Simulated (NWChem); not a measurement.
Species: CaCl2; SMILES [Cl][Ca][Cl]

```xyz
3

Ca     0.0000     0.0000     0.2334
Cl     2.4166     0.0000    -0.1373
Cl    -2.4166     0.0000    -0.1373
```
Atoms are numbered in this order, from 1.

Coordinates come from a PBE0/def2-SVP optimisation.

Symmetry labels are those of C2v in the frame above (b1 and b2, or b-type labels, depend on it).

List the 6 lowest vertical singlet excitations from B3LYP/6-31+G* (spherical d), full TDDFT (NWChem).


| state | energy (eV) | oscillator strength | symmetry | leading excitation (squared amplitude) |
|---|---|---|---|---|
| S1 | 4.65 | 0.066 | b2 | HOMO → LUMO (1.00) |
| S2 | 4.66 | 0.063 | a1 | HOMO−1 → LUMO (1.00) |
| S3 | 4.68 | 0.000 | b1 | HOMO−2 → LUMO (0.97) |
| S4 | 4.69 | 0.000 | a2 | HOMO−3 → LUMO (1.00) |
| S5 | 4.98 | 0.098 | b1 | HOMO−4 → LUMO (0.96) |
| S6 | 5.63 | 0.013 | a1 | HOMO−5 → LUMO (0.98) |
